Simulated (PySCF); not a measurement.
Ionisation energy of C⁺ by level of theory

C⁺ [He] 2s2 2p1 (2P) → C²⁺ [He] 2s2 (1S), as a difference of total energies. Calculation: PySCF 2.14, in Sapporo-DZP-2012; the spin-free X2C one-electron Hamiltonian (Gaussian nucleus). Correlated levels: valence: 1s2 frozen. The calculations carry no spin-orbit coupling.

Problem. Order these methods by the ionisation energy they give, lowest first.
A. r2SCAN
B. CCSD(T) (valence)
C. SCS-MP2 (valence)
D. LDA

Solution. B (24.044 eV), C (24.141 eV), D (24.701 eV), A (24.935 eV).

Errors of the correlated levels include the incompleteness of this basis and the frozen core.

The coupled-cluster amplitudes are large for C²⁺ (T1 above 0.03 or a double amplitude above 0.15), so a single reference is strained.

For comparison: 24.378 eV (measured; NIST levels, between the centres of gravity of the two terms).
